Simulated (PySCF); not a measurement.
Ge(F)(NH2)3, H6FGeN3, SMILES [NH2][Ge]([NH2])([NH2])[F], PBE0/def2-SVP optimised geometry. Atoms within 1.6 Å of the plane z = 0.0 Å (x, y, z in Å): N1 (-1.03, 1.44, 0.00), Ge2 (-0.39, -0.25, 0.00), N3 (1.41, -0.25, 0.00), N4 (-1.03, -1.17, 1.42), F5 (-0.95, -1.05, -1.47), H6 (-1.86, 1.60, -0.57), H7 (-0.33, 2.14, -0.21), H8 (1.82, -0.93, 0.63), H9 (1.86, -0.32, -0.91), H11 (-1.26, -2.14, 1.25).

Method: PBE0/def2-TZVP in PySCF. Cells within 0.4 Å of a nucleus heavier than hydrogen are left out (blank, or x).

Map of the deformation density (molecule minus spherical neutral atoms) (e/bohr³) on the plane z = 0.0 Å:

```
|1111111111111111111111111111111|
|1111111111111111111111111111111|
|1111111111111111111111111111111|
|1111111111111111111111111111111|
|1111111111111111111111111111111|
|1111111111111111111111111111111|
|1111111111111000011111111111111|
|1111111111112210011111111111111|
|1111111111114860011111111111111|
|11111111134xx961011111111111111|
|11111111146xx321011111111111111|
|11111111122xx321011111111111111|
|1111111111137631011222211111111|
|1111111111135420012332211111111|
|1111111110112000134574211111111|
|1111111110001xx0256xx6211111111|
|1111111110001xxx267xxx111111111|
|11111111110000x02555x2111111111|
|1111111111110000133333111111111|
|1111111111111000112222111111111|
|1111111111111000111111111111111|
|1111111111111111111111111111111|
|1111111111111111111111111111111|
|1111111111111111111111111111111|
|1111111111111111111111111111111|
|1111111111111111111111111111111|
|1111111111111111111111111111111|
|1111111111111111111111111111111|
|1111111111111111111111111111111|
|1111111111111111111111111111111|
|1111111111111111111111111111111|
```
Scale: ten equal steps from -0.017 (start of '0') to 0.078 (end of '9'), in the order '0123456789'; x runs from -4.50 to 4.50, y from -4.50 (bottom) to 4.50 (top).
